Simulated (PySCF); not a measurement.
Exact simulation of a proton spin system

Molecule: SMILES O=C[C@@H](F)C(F)=C(F)F, C₄H₂F₄O.

Molfile (atoms numbered from 1):
```
C4H2F4O
     RDKit          3D

 11 10  0  0  0  0  0  0  0  0999 V2000
   -1.2381    0.5805    1.2747 O   0  0  0  0  0  0  0  0  0  0  0  0
   -1.4150    0.5189    0.0988 C   0  0  0  0  0  0  0  0  0  0  0  0
   -0.7266   -0.4924   -0.8192 C   0  0  1  0  0  0  0  0  0  0  0  0
   -0.9344   -0.1142   -2.1256 F   0  0  0  0  0  0  0  0  0  0  0  0
    0.7428   -0.6339   -0.5320 C   0  0  0  0  0  0  0  0  0  0  0  0
    1.1874   -1.8855   -0.3431 F   0  0  0  0  0  0  0  0  0  0  0  0
    1.5930    0.3870   -0.4604 C   0  0  0  0  0  0  0  0  0  0  0  0
    1.2197    1.6427   -0.6281 F   0  0  0  0  0  0  0  0  0  0  0  0
    2.8836    0.2984   -0.2247 F   0  0  0  0  0  0  0  0  0  0  0  0
   -2.1057    1.1782   -0.4529 H   0  0  0  0  0  0  0  0  0  0  0  0
   -1.2013   -1.4771   -0.6937 H   0  0  0  0  0  0  0  0  0  0  0  0
  1  2  2  0
  2  3  1  0
  3  4  1  0
  3  5  1  0
  5  6  1  0
  5  7  2  3
  7  8  1  0
  7  9  1  0
  2 10  1  0
  3 11  1  6
M  END
```

Level of theory: GIAO PBE0/pcSseg-1 shieldings, coordinates at the GFN2-xTB level, B3LYP/pcJ-1 coupling constants (spin–dipole term only in couplings to heteroatoms), in PySCF 2.14 (single conformer, non-relativistic, no solvent model).

Scale: TMS for ¹H (σref 31.72) (reference shieldings calculated alike).

Shifts (ppm): F4 -216.9, F6 -183.6, F8 -114.3, F9 -97.0, H10 10.29, H11 5.64.
Couplings (Hz): F4–F6: -25.2; F4–F8: 9.9; F4–F9: 1.6; F4–H10: 4.5; F4–H11: 53.5; F6–F8: -159.2; F6–F9: 81.1; F6–H10: 8.0; F6–H11: 19.6; F8–F9: -28.8; F8–H10: 1.8; F8–H11: -0.8; F9–H10: 0.4; F9–H11: 5.0; H10–H11: -0.4.

The 6-spin Hamiltonian (Zeeman plus full scalar coupling among like nuclei) was diagonalised exactly; lines are Lorentzian, 0.7 Hz wide, and the maxima above 3 % are listed with the tallest set to 100.

Task: Give the ¹H peak list of this spin system at 60 MHz.

Result: 
Hz from δ = 0 (height): 624.6 (92), 622.8 (95), 620.1 (96), 618.2 (100), 616.6 (100), 614.8 (97), 612.1 (95), 610.2 (93), 377.6 (62), 377.3 (62), 372.6 (62), 372.3 (62), 358.0 (64), 357.8 (64), 353.0 (64), 352.8 (64), 324.1 (64), 323.9 (64), 319.1 (64), 318.9 (64), 304.4 (64), 304.2 (64), 299.4 (64), 299.2 (63)

Task: And at 600 MHz?

Result: 
```
    Hz     ppm  height
6181.2  10.302      93
6179.4  10.299      95
6176.7  10.294      97
6174.9  10.291     100
6173.2  10.289     100
6171.4  10.286      97
6168.7  10.281      95
6166.9  10.278      93
3423.2   5.705      62
3422.9   5.705      62
3418.2   5.697      62
3417.9   5.697      62
3403.6   5.673      64
3403.4   5.672      64
3398.6   5.664      64
3398.4   5.664      64
3369.7   5.616      64
3369.5   5.616      64
3364.7   5.608      64
3364.5   5.607      64
3350.1   5.583      64
3349.9   5.583      64
3345.1   5.575      64
3344.9   5.575      63
```

Unscaled 3J(H,H) at this level run about 10 % above measured values. Couplings across =CH–CH2 type bonds come from one rotamer and its mirror image, and can be 1–2 Hz further off. Vicinal couplings across rotatable single bonds and in flexible rings belong to the one computed conformer; a conformer average would change them.
